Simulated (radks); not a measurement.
Results of a calculation; reference values are marked as such.
Ionisation of Fe, [Ar] 3d6 4s2, to Fe+, [Ar] 3d6 4s1, under several functionals. Scalar-relativistic Kohn-Sham, spin-polarised, spherical densities, finite nucleus; open shells are filled with parallel spins first; a radial shooting solver on a logarithmic mesh with Libxc functionals.

| functional | E(Fe) (hartree) | Exc (hartree) | IE (eV) | -e(HOMO) (eV) | <r> HOMO (bohr) | IE error (eV) |
|---|---|---|---|---|---|---|
| PBEsol | -1271.39415 | -54.49748 | 7.791 | 4.866 | 3.100 | -0.112 |
| r2SCAN | -1272.81178 | -55.93801 | 7.652 | 4.501 | 1.247 | -0.250 |
| SOGGA | -1271.20888 | -54.31014 | 7.637 | 4.747 | 3.113 | -0.266 |
| B86b exchange with PBE correlation | -1272.87975 | -56.01459 | 7.856 | 4.877 | 3.101 | -0.046 |
| exchange-only r2SCAN | -1271.67013 | -54.77276 | 6.667 | 3.160 | 1.272 | -1.235 |
| MS2 meta-GGA | -1272.70009 | -55.82032 | 7.711 | 4.544 | 1.247 | -0.192 |
| AM05 | -1270.47475 | -53.56359 | 7.781 | 4.816 | 3.112 | -0.121 |
| revPBE | -1272.72316 | -55.85563 | 7.720 | 4.795 | 3.123 | -0.182 |
| XLYP | -1273.13866 | -56.27479 | 8.105 | 4.869 | 3.094 | +0.202 |
| LDA (Slater exchange, Perdew-Wang correlation) | -1270.31406 | -53.39765 | 8.162 | 5.049 | 3.074 | +0.259 |

NIST Atomic Spectra Database: 7.902 eV (measured). Closest: B86b exchange with PBE correlation. The Delta-SCF values span 1.49 eV, the total energies 2.82 hartree. The highest occupied level is 4s. Open shells are spherical and high-spin; term and fine-structure splittings are not resolved.
